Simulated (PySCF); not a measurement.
# NMR data sheet: C₇H₁₄O₂Si

```yaml
Formula: C7H14O2Si
SMILES: CC(=O)O[SiH2]C(C)=C(C)C
Point_group_of_the_computed_structure: C1
Degrees_of_unsaturation: 2
Carbon_signals: 7
Proton_signals: 5
```

Structure with atom numbers: `[CH3:1][C:2](=[O:3])[O:4][SiH2:5][C:6]([CH3:7])=[C:8]([CH3:9])[CH3:10]`; H(Xn) means a hydrogen on atom n.

Rapidly exchanging positions averaged, in vacuum, non-relativistic Hamiltonian, one computed conformer. σ from GIAO-PBE0/pcSseg-1; geometry from GFN2-xTB; PySCF 2.14.

Referencing at the same level of theory: ¹H, ¹³C, ²⁹Si vs TMS; H2O for ¹⁷O.

| carbon | δC, type | δH (multiplicity) | HMBC from (2–3 bonds) | span of the C tensor (ppm) |
| --- | --- | --- | --- | --- |
| C1 | 24.9, CH3 | 2.21 (s) | – | 54 |
| C2 | 177.2, C | – | H(Si5), H(C1) | 170 |
| C6 | 129.5, C | – | H(Si5), H(C10), H(C9), H(C7) | 193 |
| C7 | 17.9, CH3 | 1.63 (s) | H(Si5) | 25 |
| C8 | 155.3, C | – | H(Si5), H(C10), H(C9), H(C7) | 246 |
| C9 | 23.4, CH3 | 1.80 (s) | H(C10) | 30 |
| C10 | 29.2, CH3 | 1.80 (s) | H(C9) | 42 |

Other nuclei:
```tsv
atoms	nucleus	environment	δ (ppm)	σ (ppm)
H(Si5)	¹H	hydrogen on a silicon bonded to C, O	5.21	26.51
Si5	²⁹Si	silicon bonded to C, O, 2 H	-34.2	383.3
O3	¹⁷O	carbonyl oxygen	468.5	-132.4
O4	¹⁷O	oxygen bonded to C, Si	199.2	136.9
```

Carbon types of the structure: 3 × C, 4 × CH3, leaving 2 H on heteroatoms. δC 177.2: carbonyl carbon. δC 155.3, 129.5: fully substituted alkene carbon; as expected for a trigonal carbon in a double bond. δC 29.2, 23.4, 17.9: allylic methyl carbon; a saturated carbon with 1 carbon neighbour and no heteroatom attached. δC 24.9: methyl carbon α to a carbonyl; α to the electron-withdrawing carbonyl group. δH 1.80, 1.80, 1.63: hydrogen on an allylic methyl carbon; allylic position.

Shifts are as computed. Against solution values, carbons near 30 ppm lie about +3 ppm off and those near 130 ppm about +5 ppm. Of 1309 compounds with measured shifts, 239 miss one by over three times the rms of a fit or turn the order of signals round; such compounds aren't used in these exercises. Unscaled 17O shifts of doubly bonded oxygen tend to come out too high, by tens of ppm or more. Experimental scales use liquid or dissolved standards, which lie at an offset from isolated H2O (liquid H2O: subtract about 36 ppm). Multiplicities follow the n + 1 count of equivalent neighbours, as no J values were calculated; m marks all less simple cases, F and P coupling included.
